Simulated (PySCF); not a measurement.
Atomic charges by several schemes

Species: C₆H₇NO.
Structure used (GFN2-xTB), in Å, numbered top down from 1:
```
atom  x, y, z in Å
N1     2.1523    0.8052   -1.8248
C2     1.6486    0.7690   -0.8000
C3     0.9786    0.7167    0.4921
C4     0.5609   -0.7313    0.7931
C5    -0.4413   -1.1873   -0.2659
C6    -1.4726   -0.1152   -0.4590
C7    -1.2648    1.1334   -0.0674
O8    -0.1247    1.6074    0.5115
H9     1.6743    1.0940    1.2543
H10    0.0924   -0.7491    1.7792
H11    1.4436   -1.3714    0.8099
H12   -0.9233   -2.1154    0.0480
H13    0.0728   -1.3866   -1.2122
H14   -2.4056   -0.3840   -0.9232
H15   -1.9957    1.9226   -0.1578
```

Density: PBE0/pcSseg-1 (PySCF); schemes: Mulliken, IAO, Hirshfeld and ESP-fitted. The structure is a single GFN2-xTB conformer in the gas phase; no vibrational or solvent corrections.

Problem. Which atoms carry the highest charge in the Mulliken, IAO, Hirshfeld and ESP-fitted schemes?

Solution. The schemes don't all agree: Mulliken C7 (+0.197); IAO H9 (+0.188); Hirshfeld C2 (+0.081); ESP-fitted C2 (+0.304).

Problem. For which atoms does the sign change between the 4 schemes (beyond +0.03 e in one, beyond −0.03 e in another)?

Solution. C5.

Problem. Do the Mulliken, IAO, Hirshfeld and ESP-fitted schemes agree on where the charge is lowest?

Solution. The schemes don't all agree: Mulliken O8 (-0.447); IAO O8 (-0.333); Hirshfeld N1 (-0.210); ESP-fitted N1 (-0.429).

Problem. Tabulate the Mulliken, IAO, Hirshfeld and ESP-fitted charges.

Solution. In e:

```
atom                    environment  Mulliken     IAO  Hirshfeld  ESP-fitted
  N1               nitrile nitrogen    -0.239  -0.226     -0.210      -0.429
  C2                 nitrile carbon    +0.137  +0.122     +0.081      +0.304
  C3     sp3 carbon bound to oxygen    +0.011  +0.051     +0.073      +0.258
  C4                ring CH2 carbon    -0.181  -0.269     -0.066      -0.322
  C5                 allylic carbon    -0.196  -0.267     -0.071      +0.168
  C6               alkene CH carbon    -0.257  -0.241     -0.085      -0.373
  C7  vinylic carbon bearing oxygen    +0.197  +0.033     +0.016      +0.032
  O8            cyclic ether oxygen    -0.447  -0.333     -0.110      -0.321
  H9               methine hydrogen    +0.168  +0.188     +0.070      +0.077
 H10             methylene hydrogen    +0.145  +0.152     +0.048      +0.144
 H11             methylene hydrogen    +0.142  +0.154     +0.053      +0.086
 H12             methylene hydrogen    +0.143  +0.152     +0.050      +0.027
 H13             methylene hydrogen    +0.157  +0.153     +0.041      +0.043
 H14               vinylic hydrogen    +0.107  +0.162     +0.050      +0.153
 H15               vinylic hydrogen    +0.113  +0.168     +0.059      +0.153
```

Mean size of the charges over all atoms: ESP-fitted 0.193 e, IAO 0.178 e, Mulliken 0.176 e, Hirshfeld 0.072 e. Each set sums to the total charge, 0, to within 0.001 e. The Mulliken scheme counts on each atom the diagonal of the density matrix times the overlap matrix over that atom's basis functions.

Problem. Sum the charges by element, for elements with more than one atom.

Solution. 
```tsv
element	atoms	Mulliken	IAO	Hirshfeld	ESP-fitted
C	6	-0.289	-0.571	-0.052	+0.067
H	7	+0.975	+1.130	+0.372	+0.683
```

Problem. How many electrons does the Mulliken scheme count on C5?

Solution. Z − q = 6 − (-0.196) = 6.196.
